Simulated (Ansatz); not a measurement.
Born–Oppenheimer molecular dynamics of H$_{7}$O$_{2}$PSi (11 atoms, charge 0, multiplicity 1). It starts at the highest image of a converged band. Of that band: Neighbouring images differ by up to 1.2 eV, so the band resolves the path poorly. A vibrational analysis at the climbing image gives one clearly imaginary mode, 417i cm⁻¹: a first-order saddle point.

Method: RKS PBE/def2-SVP (Ansatz).

```yaml
ensemble: NVE (velocity Verlet)
time_step: 0.5 fs
steps_asked: 200
starting_velocities_drawn_for: 100 K
seed: 10273
```

Frames 1 fs apart, positions in Å, forces in eV/Å.

Velocities at 85.0 fs (Å/ps):

```
Si -10.35 -0.70 3.47
O -14.47 0.49 8.67
H -5.93 -5.24 14.57
H -10.61 -14.02 6.59
O 2.59 -5.92 2.14
H -52.25 38.82 -29.25
P 17.28 3.48 -9.20
H 28.89 -18.78 12.94
H 13.39 -20.72 4.23
H -24.75 7.93 -9.21
H -2.74 10.75 14.46
```

```xyz
11
Properties=species:S:1:pos:R:3:forces:R:3 time_fs=85.0 energy_less_start_eV=-1.428 T=1326
Si -1.526 -0.352 0.288 -1.44 -0.25 -1.07
O -0.632 -0.451 1.644 1.31 0.93 1.47
H -1.014 -1.429 -0.617 0.07 0.13 -0.37
H -2.989 -0.589 0.536 0.01 -0.01 -0.07
O -1.505 1.256 -0.186 -0.03 0.13 -0.33
H 3.281 0.082 -1.808 0.67 -0.57 -0.06
P 2.066 0.656 -1.409 -0.78 0.60 -0.47
H -0.378 0.502 1.769 0.00 -0.85 0.49
H -0.653 1.690 -0.365 0.14 -0.11 -0.12
H 2.227 1.620 -2.493 -0.19 -0.05 0.33
H 1.257 -0.197 -2.265 0.23 0.05 0.19
11
Properties=species:S:1:pos:R:3:forces:R:3 time_fs=86.0 energy_less_start_eV=-1.349 T=1259
Si -1.536 -0.353 0.291 -1.34 -0.32 -0.83
O -0.646 -0.451 1.653 1.19 0.52 1.38
H -1.019 -1.434 -0.605 0.07 0.12 -0.40
H -2.999 -0.603 0.542 0.05 0.04 -0.09
O -1.502 1.250 -0.184 0.07 0.28 -0.43
H 3.233 0.117 -1.838 2.15 -1.27 -0.59
P 2.083 0.659 -1.418 -2.18 1.35 0.15
H -0.349 0.480 1.784 0.02 -0.51 0.47
H -0.639 1.668 -0.362 0.00 -0.15 -0.10
H 2.201 1.628 -2.500 -0.17 -0.01 0.32
H 1.255 -0.186 -2.250 0.14 -0.04 0.12
11
Properties=species:S:1:pos:R:3:forces:R:3 time_fs=87.0 energy_less_start_eV=-1.258 T=1182
Si -1.548 -0.354 0.295 -1.17 -0.40 -0.58
O -0.659 -0.450 1.663 0.94 0.00 1.21
H -1.024 -1.437 -0.596 0.06 0.13 -0.40
H -3.009 -0.617 0.547 0.08 0.07 -0.10
O -1.500 1.245 -0.182 0.16 0.41 -0.51
H 3.206 0.141 -1.874 3.19 -1.76 -1.08
P 2.100 0.663 -1.428 -3.15 1.88 0.76
H -0.320 0.452 1.804 0.12 -0.05 0.45
H -0.625 1.646 -0.359 -0.12 -0.18 -0.07
H 2.174 1.636 -2.505 -0.15 0.04 0.28
H 1.255 -0.175 -2.234 0.04 -0.14 0.03
11
Properties=species:S:1:pos:R:3:forces:R:3 time_fs=88.0 energy_less_start_eV=-1.281 T=1202
Si -1.559 -0.355 0.297 -0.94 -0.47 -0.32
O -0.672 -0.448 1.674 0.66 -0.42 1.02
H -1.028 -1.440 -0.591 0.05 0.15 -0.39
H -3.018 -0.630 0.552 0.09 0.10 -0.10
O -1.497 1.239 -0.180 0.20 0.50 -0.59
H 3.209 0.147 -1.920 3.11 -1.70 -1.17
P 2.115 0.668 -1.437 -3.00 1.87 0.99
H -0.289 0.424 1.828 0.22 0.29 0.42
H -0.613 1.621 -0.357 -0.19 -0.18 -0.05
H 2.145 1.644 -2.507 -0.11 0.09 0.22
H 1.255 -0.166 -2.217 -0.07 -0.23 -0.05
11
Properties=species:S:1:pos:R:3:forces:R:3 time_fs=89.0 energy_less_start_eV=-1.414 T=1315
Si -1.571 -0.356 0.300 -0.66 -0.53 -0.06
O -0.685 -0.448 1.685 0.47 -0.55 0.86
H -1.032 -1.440 -0.589 0.02 0.18 -0.35
H -3.027 -0.642 0.555 0.08 0.13 -0.10
O -1.494 1.234 -0.179 0.15 0.54 -0.64
H 3.241 0.138 -1.976 1.99 -1.13 -0.77
P 2.130 0.673 -1.445 -1.85 1.33 0.71
H -0.257 0.399 1.856 0.20 0.34 0.33
H -0.602 1.595 -0.355 -0.18 -0.13 -0.05
H 2.115 1.652 -2.506 -0.07 0.13 0.16
H 1.254 -0.159 -2.201 -0.14 -0.30 -0.10
11
Properties=species:S:1:pos:R:3:forces:R:3 time_fs=90.0 energy_less_start_eV=-1.523 T=1407
Si -1.583 -0.357 0.303 -0.35 -0.56 0.19
O -0.697 -0.447 1.697 0.44 -0.38 0.76
H -1.036 -1.440 -0.591 -0.01 0.22 -0.29
H -3.034 -0.652 0.558 0.05 0.14 -0.08
O -1.491 1.229 -0.179 0.02 0.55 -0.66
H 3.292 0.118 -2.040 0.57 -0.41 -0.17
P 2.144 0.679 -1.454 -0.45 0.62 0.19
H -0.223 0.377 1.887 0.01 0.07 0.16
H -0.592 1.567 -0.354 -0.09 -0.06 -0.06
H 2.085 1.662 -2.505 -0.02 0.14 0.09
H 1.252 -0.155 -2.185 -0.17 -0.33 -0.12
11
Properties=species:S:1:pos:R:3:forces:R:3 time_fs=91.0 energy_less_start_eV=-1.525 T=1409
Si -1.595 -0.359 0.305 -0.01 -0.57 0.41
O -0.709 -0.447 1.709 0.50 -0.08 0.70
H -1.040 -1.437 -0.596 -0.04 0.25 -0.23
H -3.042 -0.662 0.560 0.01 0.15 -0.07
O -1.488 1.225 -0.178 -0.12 0.53 -0.68
H 3.349 0.094 -2.106 -0.57 0.19 0.37
P 2.158 0.685 -1.462 0.61 0.00 -0.31
H -0.189 0.355 1.920 -0.29 -0.31 -0.05
H -0.584 1.540 -0.353 0.03 0.02 -0.08
H 2.054 1.674 -2.502 0.03 0.14 0.04
H 1.248 -0.154 -2.171 -0.13 -0.31 -0.11
11
Properties=species:S:1:pos:R:3:forces:R:3 time_fs=92.0 energy_less_start_eV=-1.442 T=1339
Si -1.607 -0.361 0.308 0.32 -0.55 0.61
O -0.720 -0.447 1.722 0.55 0.12 0.63
H -1.044 -1.431 -0.603 -0.07 0.27 -0.17
H -3.049 -0.670 0.561 -0.04 0.15 -0.04
O -1.485 1.221 -0.178 -0.24 0.51 -0.68
H 3.400 0.072 -2.168 -1.30 0.60 0.74
P 2.172 0.690 -1.471 1.20 -0.44 -0.70
H -0.157 0.331 1.952 -0.56 -0.58 -0.24
H -0.575 1.512 -0.354 0.11 0.07 -0.09
H 2.024 1.686 -2.499 0.08 0.10 0.01
H 1.244 -0.155 -2.158 -0.05 -0.24 -0.06
11
Properties=species:S:1:pos:R:3:forces:R:3 time_fs=93.0 energy_less_start_eV=-1.337 T=1249
Si -1.619 -0.362 0.311 0.65 -0.50 0.79
O -0.731 -0.446 1.735 0.46 0.11 0.50
H -1.049 -1.423 -0.611 -0.09 0.28 -0.11
H -3.056 -0.676 0.562 -0.09 0.15 -0.02
O -1.482 1.217 -0.179 -0.27 0.50 -0.68
H 3.439 0.055 -2.223 -1.71 0.84 0.96
P 2.186 0.696 -1.479 1.44 -0.73 -0.98
H -0.131 0.301 1.982 -0.69 -0.64 -0.37
H -0.565 1.485 -0.355 0.11 0.10 -0.09
H 1.994 1.700 -2.496 0.13 0.04 0.01
H 1.238 -0.160 -2.145 0.07 -0.14 0.01
11
Properties=species:S:1:pos:R:3:forces:R:3 time_fs=94.0 energy_less_start_eV=-1.258 T=1181
Si -1.631 -0.365 0.315 0.94 -0.43 0.95
O -0.742 -0.446 1.748 0.17 -0.12 0.28
H -1.054 -1.413 -0.621 -0.11 0.26 -0.06
H -3.065 -0.682 0.562 -0.12 0.14 0.01
O -1.480 1.213 -0.180 -0.22 0.50 -0.69
H 3.462 0.046 -2.269 -1.89 0.98 1.07
P 2.201 0.701 -1.488 1.45 -0.90 -1.17
H -0.112 0.265 2.008 -0.62 -0.46 -0.41
H -0.555 1.458 -0.357 0.02 0.09 -0.07
H 1.966 1.714 -2.493 0.18 -0.03 0.02
H 1.234 -0.165 -2.133 0.19 -0.03 0.08
11
Properties=species:S:1:pos:R:3:forces:R:3 time_fs=95.0 energy_less_start_eV=-1.224 T=1153
Si -1.642 -0.367 0.319 1.19 -0.32 1.10
O -0.753 -0.446 1.762 -0.31 -0.51 -0.02
H -1.061 -1.400 -0.631 -0.11 0.22 -0.02
H -3.074 -0.685 0.563 -0.14 0.14 0.03
O -1.477 1.210 -0.181 -0.11 0.48 -0.69
H 3.467 0.047 -2.305 -1.92 1.03 1.09
P 2.216 0.707 -1.498 1.32 -0.98 -1.27
H -0.098 0.225 2.031 -0.34 -0.10 -0.35
H -0.544 1.433 -0.359 -0.11 0.08 -0.04
H 1.939 1.728 -2.490 0.23 -0.12 0.04
H 1.231 -0.171 -2.119 0.30 0.08 0.13
11
Properties=species:S:1:pos:R:3:forces:R:3 time_fs=96.0 energy_less_start_eV=-1.238 T=1164
Si -1.653 -0.369 0.323 1.39 -0.19 1.22
O -0.764 -0.446 1.775 -0.87 -0.92 -0.35
H -1.069 -1.385 -0.641 -0.11 0.16 0.02
H -3.085 -0.688 0.564 -0.13 0.14 0.06
O -1.475 1.207 -0.183 -0.03 0.45 -0.67
H 3.453 0.057 -2.331 -1.80 1.01 1.04
P 2.232 0.711 -1.507 1.09 -0.95 -1.28
H -0.087 0.184 2.050 0.04 0.28 -0.25
H -0.534 1.409 -0.362 -0.23 0.08 -0.02
H 1.915 1.740 -2.486 0.28 -0.20 0.06
H 1.231 -0.176 -2.104 0.38 0.15 0.17
```

Of the whole run (100 fs, mean temperature of the second half 1306 K): The conserved energy stayed within 0.21 meV per atom of its start (net change -0.17 meV per atom), so the integration is sound. The system heated up, since it started high on the potential surface and ran downhill. A run of 0.1 ps of so small a system gives no equilibrium averages. The orbitals stay closed-shell, which can raise the energy where a bond breaks towards radicals; this wasn't checked here.

Time of the run: 5.2 min on 2 threads of Arm Neoverse V1 (shared host), peak memory 0.13 GiB.
